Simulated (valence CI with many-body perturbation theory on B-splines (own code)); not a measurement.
**Questions on W33+**

Method: configuration interaction combined with many-body perturbation theory (CI+MBPT): five valence electrons over a frozen Dirac-Fock core [Kr], a basis of 7 s, 7 p, 8 d, 6 f, 4 g, 1 h functions for each j, with the one-electron correlation potential Σ1, the two-electron term Σ2, the three-electron term Σ3, Breit, model QED; selected CI, second order for the rest, scaled by the run's own slope (own B-spline code, finite nucleus).

The last digits are not significant, and no measured levels were compared; by estimate large intervals hold to a few tenths of a per cent, small ones and those within an open d or f shell to about a per cent. The list stops below the first excitations out of the core.

Levels are named by their leading jj configuration (3d3/2^4 stands for four electrons in 3d with j = 3/2), which in mixed levels can hold well under half, so a name can repeat and another be missing.

Rates and lifetimes use the calculated energies. Strong lines usually hold to 10 to 20 %, long lifetimes can be off by a factor of two.

Problem. What is the ground level?

Solution. (4d3/2^4 4d5/2) J=5/2, composition 28 % 4d⁵ ⁴P + 21 % 4d⁵ ²D + 16 % 4d⁵ ⁶S, g = 1.371.

Problem. How well does LS coupling describe the low levels?

Solution. Among the lowest 20 levels the leading LS term, summed over configurations, holds 48 % on average. For single configurations the figures are 48 % in LS and 94 % in jj coupling. Terms mix most in the J = 5/2 level at 0 cm⁻¹, where the leading one holds 28 %.

Problem. What is the ionisation energy?

Solution. 1383.9 eV; NIST lists 1386.8 ± 1.4 eV (semi-empirical).
